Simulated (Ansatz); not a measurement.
`[F][Al]([SH])[O][SiH3]` + `[CH3][AlH][O][SiH3]` → `[SiH3][O][AlH][SiH3]` + `C[O][Al]([F])[SH]`  (redistribution)

Program: Ansatz. Geometries: PBE0-D4/def2-TZVP. ΔE: electronic, gas phase. CCSD(T)/CBS is the MP2 limit (def2-TZVPP, def2-QZVPP) plus CCSD(T) − MP2 in def2-TZVPP, frozen cores. This one scheme is used for every species. DFT in def2-TZVPP. B3LYP here is the variant with VWN-RPA as its local correlation; programs differ in this. Each species was taken in one conformer, which may not be the lowest.

```tsv
level	ΔE (kJ/mol)
r2SCAN-D4	204.0
B3LYP-D4	201.9
B3LYP	201.5
HF/def2-TZVPP	218.1
SCS-MP2/def2-QZVPP	221.2
HF/CBS(def2)	221.1
MP2/CBS(def2)	226.4
CCSD/CBS(def2)	212.7
```

Task: What does CCSD(T)/CBS give? (An estimate is asked.)

Result: Computed: +210.5 kJ/mol. The listed levels differ from it by -6.5, -8.6, -9.0, 7.6, 10.7, 10.6, 15.9, 2.2 kJ/mol.

Largest T1 diagnostic among the species: 0.013.

From PBE to PBE0 (25 % exact exchange), in def2-TZVPP and without D4, ΔE moves by +10.3 kJ/mol.
